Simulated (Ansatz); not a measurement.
`[SiH3][SiH]1O[CH2][AlH]1` + `OC(O)(O)F` → `F[SiH]1O[CH2][AlH]1` + `OC(O)(O)[SiH3]`  (formal exchange of groups at the Si–Si bond)

Gas-phase electronic energies from Ansatz, PBE0-D4/def2-TZVP geometries. CCSD(T)/CBS adds triple-zeta CCSD(T) − MP2 to the extrapolated MP2 energy (def2 sets, frozen cores). Functionals use def2-TZVPP. B3LYP here is the variant with VWN-RPA as its local correlation; programs differ in this. Each species was taken in one conformer, which may not be the lowest.

`[SiH3][SiH]1O[CH2][AlH]1`:

Z-matrix (Å, degrees):
```
Si
Si 1 2.345
H 1 1.489 2 112.8
H 1 1.490 2 108.7 3 120.3
H 1 1.489 2 110.3 3 -121.2
O 2 1.682 1 111.7 3 61.9
Al 2 2.423 1 123.2 3 150.6
H 2 1.497 1 107.2 3 -59.8
C 6 1.446 2 113.0 1 120.8
H 7 1.591 2 152.2 1 70.6
H 9 1.096 6 109.3 2 -121.8
H 9 1.097 6 109.1 2 122.0
```

`OC(O)(O)F`:

```xyz
8

O    -0.517   -1.264   -0.167
C    -0.202    0.057   -0.066
O    -0.495    0.412    1.216
O     1.100    0.343   -0.434
F    -0.948    0.792   -0.944
H    -0.324   -1.533   -1.071
H    -0.286    1.348    1.306
H     1.672   -0.154    0.160
```

`F[SiH]1O[CH2][AlH]1`:

```xyz
9

F     2.237   -0.351    1.247
Si    1.332   -0.515   -0.071
O     0.577    0.908   -0.469
C    -0.832    0.932   -0.114
Al   -1.016   -1.024    0.276
H     2.307   -0.866   -1.136
H    -1.397    1.319   -0.967
H    -0.988    1.627    0.718
H    -2.221   -2.032    0.516
```

`OC(O)(O)[SiH3]`:

```xyz
11

O     0.174   -1.312    0.882
C    -0.351   -0.122    0.334
O    -1.582   -0.488   -0.217
O    -0.574    0.836    1.302
Si    0.815    0.639   -0.998
H     0.989   -1.093    1.344
H    -1.514   -1.410   -0.486
H    -1.309    0.522    1.847
H     0.254    1.908   -1.518
H     2.156    0.877   -0.398
H     0.940   -0.358   -2.092
```

CCSD(T)/CBS gives -134.8 kJ/mol.

Q: Another level gave -107.0 kJ/mol. Which?
A. ωB97X-V/def2-TZVPP
B. PBE0/def2-TZVPP
C. B3LYP/def2-TZVPP
D. B2PLYP/def2-TZVPP

A: B. PBE0 -107.0, ωB97X-V -121.2, B3LYP -129.1, B2PLYP -133.1 kJ/mol.

Largest T1 diagnostic among the species: 0.014.

In def2-TZVPP, CCSD(T) changes the Hartree–Fock value by −4.8 kJ/mol (the triples alone add +0.5 kJ/mol) and MP2 by −16.8 kJ/mol. From PBE to PBE0 (25 % exact exchange), in def2-TZVPP and without D4, ΔE moves by +3.5 kJ/mol.
